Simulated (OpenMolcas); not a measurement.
## W V: effect of the IPEA shift

```json
{
 "Program": "OpenMolcas",
 "Basis": "ANO-RCC-VTZP [8s7p5d3f2g1h]",
 "Scalar Hamiltonian": "DKH2, point nucleus",
 "Active space": "2 electrons in 10 orbitals (5d 6d)",
 "State averaging": "2S+1 = 3 even, 10 roots; 2S+1 = 1 even, 15 roots",
 "Spin-orbit coupling": "state interaction with AMFI integrals over the reference wave functions, term energies averaged over their components"
}
```

Methods on the same reference wave functions:
A. CASSCF
B. SS-CASPT2, IPEA 0 Eh, imaginary shift 0.1 Eh (closed shells correlated: 5s 5p)
C. SS-CASPT2, IPEA 0.25 Eh, imaginary shift 0.1 Eh (closed shells correlated: 5s 5p)

Energies in cm⁻¹ above 5d² ³F₂, the measured ground level; measured values from the list in J. Phys. B 45, 065001 (2012).

```
         Level      A      B      C  Measured
       5d² ³F₂    0.0    0.0    0.0       0.0
       5d² ³F₃   6206   6500   6500          
       5d² ³F₄  11768  11950  11940     11519
       5d² ³P₀  14829  13460  13590     12839
5d² ¹D₂ [54 %]  16013  13970  14000          
       5d² ³P₁  18178  17040  17190     16331
       5d² ¹G₄  24669  23550  23420     22346
5d² ³P₂ [60 %]  25028  23290  23380     22615
       5d² ¹S₀  49448  44590  44470     43110
```

Deviations, from unrounded energies. A percentage is the sum of absolute deviations over the sum of measured energies, with the sign that they share, or ± where signs differ.

| Against measurement | Levels | A | B | C |
| --- | --- | --- | --- | --- |
| mean absolute deviation (cm-1) | 6 | 2500 | 850 | 870 |
| fine structure of the ground term (%) | 1 | +2.2 | +3.7 | +3.7 |
| other terms of the ground configuration (%) | 5 | +12.7 | +4.0 | +4.1 |

B, C lie about equally close to measurement and A furthest from it. The largest miss of B in the table is 5d² ¹S₀, by +1500 cm-1. The ranking rests on the paired levels alone, and a cruder setting can come out closer through cancelling errors.

Between B and C the level of the table that moves most is 5d² ³P₁, by 150 cm-1 (lowest in B, highest in C). Moves below CASPT2's spread within the term are not significant.

The mean deviations of B to C differ by less than CASPT2's widest spread within a term (730 cm-1), so their order carries little weight.

From A to B the spin-free energies of the other terms of 5d² shown, above ³F, scale by factors of 0.69 to 0.90.

The lowest spin-free term lies below A's lowest term by 0.219 hartree in B, 0.215 hartree in C.

CASPT2 does not keep the components of a term degenerate, so their means are used; among the terms shown or strongly mixed into the levels shown the widest spread is 730 cm-1 (5d² ¹G, B). Active for correlation alone: 6d; no level in the range computed is led by a configuration that fills it, so any true level of that kind is missing. Without dynamic correlation excited terms often stand tens of per cent too high (terms of higher spin than the ground term too low), and those without a measured partner can miss by more than the paired ones (holds for A). Computed and measured levels are paired by configuration, term and J; levels that our copy of the source lacks, or whose pairing is in doubt (as where it misses far off the trend of its configuration), stay unpaired and out of the deviations. Only configurations of the active space appear.

A share in square brackets marks a mixed level and gives the weight of the term that names it, the lowest over the columns.
